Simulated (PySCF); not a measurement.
These compounds are isomers of formula C$_{4}$H$_{10}$BNO.

A. SMILES C=CCOBNC
B. SMILES CB(C)NC(C)=O
C. `InChI=1S/C4H10BNO/c1-3-6-5-4-7-2/h4-5H2,1-2H3`

Spectrum 1. $^{1}$H NMR (300 MHz, computed): δ 3.21 (s, 3H), 2.78 (s, 2H), 2.29 (br, 2H), 2.20 (s, 3H). $^{13}$C{$^{1}$H} NMR (computed): δ 115.2 (C), 70.5 (CH2), 62.3 (CH3), 1.9 (CH3).

Spectrum 2. $^{1}$H NMR (300 MHz, computed): δ 5.99 (ddt, J = 18.1, 11.3, 7.6 Hz, 1H), 5.41 (dq, J = 18.1, 1.8 Hz, 1H), 5.28 (dq, J = 11.3, 1.7 Hz, 1H), 4.34 (dt, J = 7.6, 1.7 Hz, 2H), 4.12 (br, 1H), 2.75 (s, 3H), 2.46 (br s, 1H). $^{13}$C{$^{1}$H} NMR (computed): δ 148.6 (CH), 122.6 (CH2), 74.0 (CH2), 27.9 (CH3).

Spectrum 3. $^{1}$H NMR (300 MHz, computed): δ 6.21 (br s, 1H), 1.96 (s, 3H), 0.69 (s, 6H). $^{13}$C{$^{1}$H} NMR (computed): δ 173.9 (C), 26.4 (CH3), 9.4 (CH3).

[PySCF 2.14: couplings computed with B3LYP/pcJ-1 (spin–dipole term left out of most H,H and C,H couplings); coordinates at the PBE0-D3(BJ)/def2-SVP level; NMR shieldings at PBE0/pcSseg-1/GIAO; isolated molecule; equivalent nuclei averaged; one computed conformer; non-relativistic Hamiltonian]

References, each an isolated molecule treated in the same way: $^{1}$H and $^{13}$C against TMS. Multiplet labels drop J under 1 Hz and among equivalent protons, and merge close values. Unscaled 3J(H,H) run several per cent high. Acid and N–H amide carbonyl carbons lie up to 10 ppm further downfield in solution (hydrogen bonding). Couplings to H on boron are left out. Carbons bonded to boron are broad in practice. Shifts are as computed. Against solution values, carbons near 30 ppm lie about +2 ppm off and those near 130 ppm about +5 ppm. Of 1211 compounds with measured shifts, 218 miss one by over three times the rms of a fit or turn the order of signals round; such compounds aren't used in these exercises. Across acyclic CH2–CH2 and CH–CH2 bonds, 3J(H,H) assumes equally populated rotamers. OH and NH positions are gas-phase values without hydrogen bonding to other molecules.

Question: Match each spectrum to its structure.

Answer: 1–C, 2–A, 3–B.

- Spectrum 1 (C): 4 $^{13}$C signals; δC 70.5 is an sp3 CH2 bonded to B and O; δC 62.3 is a methyl carbon bonded to O.
- Spectrum 2 (A): 4 $^{13}$C signals; δC 148.6 is an alkene CH; δC 122.6 is a terminal =CH2 carbon.
- Spectrum 3 (B): 3 $^{13}$C signals; δC 173.9 is an amide carbonyl carbon; δC 26.4 is a methyl carbon α to a carbonyl.
